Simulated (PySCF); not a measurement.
Computed shifts of a molecule C3H8N2Si, HF/pcSseg-1 (PySCF), GIAO, gas phase, atoms alike by connectivity averaged where their shifts nearly agree, in ppm (number of nuclei): ¹³C: 211.2 (1), 58.5 (1), -1.2 (1). ²⁹Si: 1.6 (1). ¹⁵N: 536.7 (1), 24.0 (1). ¹H: 9.47 (1), 4.02 (1), 3.91 (1), 1.40 (2), 0.52 (3). References: ¹³C against TMS (σ = 192.6 ppm); ²⁹Si against TMS (σ = 393.8 ppm); ¹⁵N against NH3 (σ = 267.3 ppm); ¹H against TMS (σ = 31.99 ppm), references at their B3LYP-D3(BJ)/def2-TZVP geometries, non-relativistic. Coordinates come from a PBE0-D3(BJ)/def2-SVP optimisation. Other conformers were not sampled.

**Question.** Identify the compound among the candidates.
A. C[C@@H](C#N)[SiH2]N
B. C[Si@]1(N)C=NC1
C. CC#C[SiH](N)N
D. C/N=C/C=N/[SiH3]

**Answer.** B, C[Si@]1(N)C=NC1
